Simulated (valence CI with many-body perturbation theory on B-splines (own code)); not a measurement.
# Valence orbitals of Sb44+

Calculated by valence CI with perturbative core correlation (CI+MBPT): five valence electrons over a frozen Dirac-Fock core [He], a basis of 11 s, 11 p, 10 d, 8 f, 5 g, 2 h functions for each j, with the one-electron correlation potential Σ1 (screened to all orders), the two-electron term Σ2, the three-electron term Σ3, Breit, model QED; selected single and double excitations, second order for the rest, scaled by the run's own slope (own B-spline code, finite nucleus).

The last digits are not significant, and no measured levels were compared; by estimate large intervals hold to a few tenths of a per cent, small ones and those within an open d or f shell to about a per cent. Among the levels kept, up to 7200 cm⁻¹ of a level comes from second order outside the variational space, and about a tenth of that is noise between levels of different J, which matters for small intervals.

These are the spectroscopic orbitals of the CI (the correlating ones are not listed), shaped by the core and the other valence electrons. h is the expectation value of the core's Dirac-Fock operator, without the valence repulsion; Σ1 is computed up to l = 3 at one energy for each symmetry, that of its lowest orbital but kept below the first core excitation, so for empty shells it is not the orbital's own correlation shift; Breit and QED include the response of the core, and the two lowest orbitals of each symmetry also the frequency dependence of Breit exchange, which makes a step in that column.

```csv
Orbital,h (hartree),Σ1 (cm⁻¹),Breit (cm⁻¹),QED (cm⁻¹),⟨r⟩ (bohr)
2s1/2,-318.75,-1305,35845,38507,0.1174
3s1/2,-139.33,-311,9801,10898,0.2741
4s1/2,-77.536,-120,3895,4429,0.4986
5s1/2,-49.277,-59.2,1945,2224,0.7893
6s1/2,-34.053,-33.5,1108,1270,1.147
7s1/2,-24.928,-20.8,691,793,1.570
2p1/2,-314.59,-3289,71211,-625,0.09863
3p1/2,-138.12,-722,18940,-253,0.2575
4p1/2,-77.026,-275,7558,-109,0.4839
5p1/2,-49.017,-134,3771,-55.8,0.7767
6p1/2,-33.902,-75.9,2149,-32.2,1.136
7p1/2,-24.834,-47.0,1340,-20.2,1.561
2p3/2,-303.71,-2593,27801,3438,0.1035
3p3/2,-134.9,-569,7428,886,0.2645
4p3/2,-75.676,-217,3276,355,0.4931
5p3/2,-48.329,-106,1641,178,0.7881
6p3/2,-33.506,-60.1,938,101,1.150
7p3/2,-24.585,-37.3,586,63.4,1.577
3d3/2,-134.32,-255,642,-128,0.2254
4d3/2,-75.43,-108,349,-42.1,0.4559
5d3/2,-48.203,-55.7,181,-19.2,0.7528
6d3/2,-33.433,-32.3,110,-10.4,1.116
7d3/2,-24.539,-20.3,70.9,-6.3,1.546
3d5/2,-133.36,-235,210,295,0.2277
4d5/2,-75.024,-100,114,134,0.4587
5d5/2,-47.995,-51.1,56.0,70.7,0.7562
6d5/2,-33.313,-29.6,33.9,41.4,1.120
7d5/2,-24.463,-18.7,21.9,26.3,1.550
4f5/2,-74.902,-20.4,3.4,-45.2,0.3965
5f5/2,-47.939,-11.6,2.8,-22.4,0.6948
6f5/2,-33.282,-7.0,1.9,-12.7,1.060
7f5/2,-24.444,-4.5,1.3,-7.9,1.491
4f7/2,-74.707,-19.8,1.0,38.8,0.3979
5f7/2,-47.839,-11.2,0.8,20.8,0.6965
6f7/2,-33.224,-6.8,0.5,12.3,1.062
7f7/2,-24.408,-4.4,0.4,7.8,1.493
5g7/2,-47.82,,0.0,-14.1,0.6087
6g7/2,-33.212,,0.0,-8.2,0.9743
7g7/2,-24.4,,0.0,-5.1,1.406
5g9/2,-47.761,,0.0,11.3,0.6098
6g9/2,-33.178,,0.0,6.6,0.9756
7g9/2,-24.378,,0.0,4.2,1.408
6h9/2,-33.177,,,,0.8646
6h11/2,-33.154,,,,0.8655
```

Among the shells of the start configuration 2s2 2p3, Σ1 is largest in size for 2p1/2, where it is 0.0048 % of h.

Lowest root of each symmetry, sizes in configuration state functions:

```
   J  Parity  Roots  Reference  Variational  Second order  Change by selected CI (cm⁻¹)  Change by second order (cm⁻¹)
 1/2    even     26        102        31989        727080                        -35111                          -1066
 3/2    even     34        155        31997       1212087                        -33968                          -2739
 5/2    even     28        152        31983       1571463                        -28241                          -2724
 7/2    even     13        102        31997       1326949                        -34206                          -2994
 9/2    even      4         59        32000        596372                        -36245                           -853
 1/2     odd     26        101        31996        674768                        -29954                          -1025
 3/2     odd     36        159        31999       1276558                        -27925                          -1741
 5/2     odd     29        151        31996       1513603                        -27385                          -2685
 7/2     odd     16        113        31990       1226895                        -32726                          -3709
 9/2     odd      6         65        32000        743814                        -27755                           -841
11/2     odd      2         33        31993        591387                        -35002                           -426
```
